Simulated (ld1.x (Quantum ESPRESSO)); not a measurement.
# H (Z = 1) PAW: all-electron and pseudo phase curves

| Item | Value |
| --- | --- |
| Element | H |
| Generator | ld1.x (Quantum ESPRESSO) 7.5 |
| Type | PAW |
| Functional | BLYP |
| Relativity | scalar-relativistic |
| Frozen core | none |
| Valence charge | 1 |
| Reference configuration | 1s1 |
| Partial waves | 1s (bound): rcut 1.15, rcutus 1.35 bohr; 1s channel at 0.15 Ry: rcut 1.15, rcutus 1.35 bohr; 2p channel at 0.05 Ry: rcut 1.40, rcutus 1.45 bohr |
| Local potential | all-electron potential smoothed inside 1.45 bohr (lloc = -1) |
| Core correction | none |
| Augmentation charge | BESSEL, radius 0.95 bohr |

The phase is arctan(r·u′/u) with u = r·R(r), unwrapped; energies in Ry, scanned from -2 to 5 Ry. A pole is an energy at which the radial function vanishes at the test radius. The pseudo phase is shifted by a multiple of π to meet the all-electron one at the reference energy, and phase errors are pseudo minus all-electron; the curves can meet again beyond the range given. Levels narrower than the energy grid can be missing from the lists of poles.

| channel | radius (bohr) | reference energy (Ry) | poles, all-electron | poles, pseudo | unbroken range about the reference energy with phases within 0.05 rad | phase error 1 Ry above the reference energy (rad) |
| --- | --- | --- | --- | --- | --- | --- |
| s | 1.60 | -0.48 | 1.12 | 1.12 | the whole range | -0.000 |
| p | 1.60 | 0.05 | none | none | the whole range | +0.000 |

Phases in the s channel:

| E (Ry) | all-electron | pseudo |
| --- | --- | --- |
| -2.00 | 0.987 | 0.987 |
| -1.76 | 0.916 | 0.916 |
| -1.52 | 0.817 | 0.817 |
| -1.28 | 0.674 | 0.674 |
| -1.04 | 0.455 | 0.455 |
| -0.80 | 0.122 | 0.122 |
| -0.56 | -0.313 | -0.313 |
| -0.32 | -0.728 | -0.728 |
| -0.08 | -1.026 | -1.026 |
| 0.16 | -1.222 | -1.222 |
| 0.40 | -1.353 | -1.353 |
| 0.64 | -1.446 | -1.446 |
| 0.88 | -1.516 | -1.516 |
| 1.12 | -1.572 | -1.572 |
| 1.36 | -1.618 | -1.618 |
| 1.60 | -1.658 | -1.658 |
| 1.84 | -1.695 | -1.695 |
| 2.08 | -1.729 | -1.729 |
| 2.32 | -1.762 | -1.762 |
| 2.56 | -1.795 | -1.795 |
| 2.80 | -1.829 | -1.829 |
| 3.04 | -1.866 | -1.865 |
| 3.28 | -1.905 | -1.904 |
| 3.52 | -1.950 | -1.948 |
| 3.76 | -2.001 | -1.998 |
| 4.00 | -2.061 | -2.057 |
| 4.24 | -2.134 | -2.128 |
| 4.48 | -2.224 | -2.216 |
| 4.72 | -2.340 | -2.327 |
| 4.96 | -2.489 | -2.469 |
